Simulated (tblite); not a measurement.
Compound: CH7N3Si.
Structure used (GFN2-xTB), in Å, numbered top down from 1:
```
atom  x, y, z in Å
C1     2.1339   -0.4346   -0.1090
N2     1.0958   -0.6592    0.5417
Si3   -0.4727    0.0874    0.5461
N4    -0.5796    1.4059   -0.5699
N5    -1.7245   -0.9796    0.0214
H6     2.2525    0.3672   -0.8464
H7     3.0094   -1.0632    0.0459
H8    -0.7015    0.3548    1.9653
H9     0.0825    2.1575   -0.4641
H10   -1.4944    1.7875   -0.7494
H11   -1.8432   -1.8249    0.5543
H12   -1.7571   -1.1994   -0.9620
```

All values are computed: GFN2-xTB (tblite) harmonic vibrations without scaling, gas phase. This tight-binding method is rough: wavenumbers can miss measured ones by several per cent, in bad cases by 10 to 20. Modes of hydrogen on silicon can be 10 to 20 % off. One conformer, not necessarily the lowest.

Harmonic wavenumbers (cm⁻¹): 88.4, 125.9, 181.2, 206.9, 211.1, 250.9, 338.1, 472.5, 578.7, 598.3, 647.3, 687.1, 718.3, 807.5, 828.0, 899.0, 924.1, 1003.0, 1150.2, 1456.3, 1524.6, 1529.1, 1769.7, 2250.9, 2844.3, 2950.5, 3473.0, 3477.7, 3511.2, 3516.6.

A = 6021, B = 3060, C = 2340 MHz; mass 89.041 u (most abundant isotopes); point group C1, symmetry number 1.

Question: What is the zero-point energy?

Answer: Half the sum of the wavenumbers: 19510 cm⁻¹ = 233.40 kJ/mol.

Question: What is S at 298.15 K and 1 bar for an ideal gas of classical rigid rotors and harmonic oscillators?

Answer: Translation 164.84, rotation 110.52, vibration 81.83: S = 357.2 J/(mol K).

Question: And Cp and H(298.15 K) − H(0)?

Answer: Cp = 124.70 J/(mol K), of which vibrations give 91.44 (their classical limit is 30 R = 249.4); H(298.15 K) − H(0) = 23.70 kJ/mol without the zero-point energy, 13.78 from vibrations.

Question: Which modes carry the vibrational entropy at 298.15 K?

Answer: 88.4 cm⁻¹: 15.46; 125.9 cm⁻¹: 12.58; 181.2 cm⁻¹: 9.69; 206.9 cm⁻¹: 8.66; 211.1 cm⁻¹: 8.51; 250.9 cm⁻¹: 7.21 J/(mol K); the other 24 give 19.71 together.

Question: Blend soft modes into free rotors: weight 1/[1 + (100 cm⁻¹/ν̃)⁴] for the oscillator and the rest for a rotor with moment μB/(μ + B), μ = h/(8π²ν), B = 10⁻⁴⁴ kg m². What vibrational entropy results?

Answer: 79.58 J/(mol K) in place of 81.83, which changes −T·S at 298.15 K by +0.67 kJ/mol.

Question: What must be added to the electronic energy to get the Gibbs energy at 298.15 K and 1 bar?

Answer: ZPE + [H(298.15 K) − H(0)] − T·S = 233.40 + 23.70 − 106.50 = 150.60 kJ/mol.

Hindered rotation and anharmonicity are outside this model. Other conformers, if any are populated, would add a mixing term that is left out. The structure is chiral; the term R ln 2 for an equal mix with its mirror image is left out.
